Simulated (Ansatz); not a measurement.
The cluster B2N3⁻, relaxed as a singlet with RKS r2SCAN-D4/def2-SVPD in Ansatz, starting from the GFN1-xTB geometry. Force threshold 0.02 eV/Å.

The highest occupied level of the charge -1 singlet lies above zero (up to 0.16 eV). The electron is either unbound and held by the finite basis, or the level is raised by self-interaction error. Another isomer (triplet) lies 1.63 eV lower at PBE0-D4/def2-TZVPD; other spin states weren't run for this one.

Start:

Cartesian coordinates in Å:
```
B -0.649 0.659 0.030
B 0.511 -0.522 0.566
N -0.312 0.325 -1.231
N 0.765 -0.773 -0.732
N -0.315 0.311 1.367
```

Q: Estimate the energy that the relaxation releases and the steps that it takes.

A: 8.4 kJ/mol, in 5 steps; 6 s on 4 threads of Arm Neoverse V2 on a shared host. No frequencies were taken in this run, so the end may be a saddle point.

Q: Does the start keep its bonding and symmetry?

A: By distances, no bond broke or formed. The bond that changes most is N3–N4, from 1.62 to 1.74 Å (atoms count from 1). Point group C2v at the start, C2v at the end, both within 0.05 Å.

Q: Predict the relaxed structure.

A: 
```tsv
atom	x (Å)	y (Å)	z (Å)
B1	-0.630	0.640	0.043
B2	0.491	-0.502	0.563
N3	-0.354	0.367	-1.250
N4	0.806	-0.814	-0.713
N5	-0.313	0.309	1.357
```
Bond lengths: 4 × B–N 1.35 to 1.39 Å; 1 × B–B 1.68 Å.
